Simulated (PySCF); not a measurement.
Computed IR spectrum (relative IR intensity) of a molecule C2H6F2Si. Geometry: PBE-D3(BJ)/def2-SVP. Other conformers were not sampled. These are PySCF with PBE-D3(BJ)/def2-SVP values and carry that method's errors. Frequencies are harmonic and unscaled.

Lines under 2 % of the strongest are left out, and lines within 2 cm⁻¹ are merged.

ν (cm⁻¹): 127 (vw), 349 (w), 483 (w), 521 (vw), 607 (w), 642 (m), 763 (m), 854 (w), 872 (vs), 912 (m), 1027 (vs), 1077 (s), 1215 (w), 1272 (m), 1311 (vw), 1379 (vw), 1387 (vw), 2165 (s), 2172 (s), 2946 (m) (against the strongest line: vs over 80 %, s over 45 %, m over 15 %, w over 4 %, vw less)

**Question.** Pick the molecule that these values belong to.
(A) C[SiH2]C(F)F
(B) C[Si](C)(F)F
(C) FC[SiH2]CF
(D) C[Si@H](F)CF

**Answer.** A, C[SiH2]C(F)F
